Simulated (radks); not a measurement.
Problem. Sr4+, configuration [Ar] 3d10 4s2 4p3 4d1 (not the ground configuration). Calculated with a radial shooting solver on a logarithmic mesh with Libxc functionals: scalar-relativistic Kohn-Sham, PBEsol, spin-polarised, spherical densities, finite nucleus; open shells are filled with parallel spins first (spin-orbit coupling, left out, can overturn this in heavy ions); Fermi nuclear charge, rms radius 4.224 fm. Some entries of the table are withheld. Estimate them.

| orbital | occ. | eigenvalue (hartree) | <1/r> (bohr^-1) | <r^2> (bohr^2) |
|---|---|---|---|---|
| 1s up | 1 | -587.2118 | 38.97 | 0.002069 |
| 1s down | 1 | -587.1973 | 38.98 | 0.002069 |
| 2s up | 1 | -81.14395 | 8.699 | 0.03511 |
| 2s down | 1 | -81.13083 | 8.699 | 0.03510 |
| 2p up | 3 | -72.33723 | 8.495 | 0.02767 |
| 2p down | 3 | -72.32014 | 8.495 | 0.02767 |
| 3s up | 1 | -14.11497 | 2.918 | 0.2780 |
| 3s down | 1 | -14.09442 | 2.919 | 0.2775 |
| 3p up | 3 | -11.27141 | 2.765 | 0.2898 |
| 3p down | 3 | -11.24815 | 2.766 | 0.2889 |
| 3d up | 5 | -6.57002 | (1) | 0.3009 |
| 3d down | 5 | -6.54204 | (2) | 0.2978 |
| 4s up | 1 | (3) | 1.042 | 1.877 |
| 4s down | 1 | (4) | 1.051 | 1.871 |
| 4p up | 3 | -2.50489 | 0.9308 | 2.305 |
| 4p down | 0 | -2.32203 | 0.9317 | 2.334 |
| 4d up | 1 | -1.46436 | (5) | 3.799 |
| 4d down | 0 | -1.30147 | (6) | 4.113 |

Solution. 
(1) 3d up <1/r> (bohr^-1): 2.512
(2) 3d down <1/r> (bohr^-1): 2.517
(3) 4s up eigenvalue (hartree): -3.22851
(4) 4s down eigenvalue (hartree): -3.04880
(5) 4d up <1/r> (bohr^-1): 0.7157
(6) 4d down <1/r> (bohr^-1): 0.6907
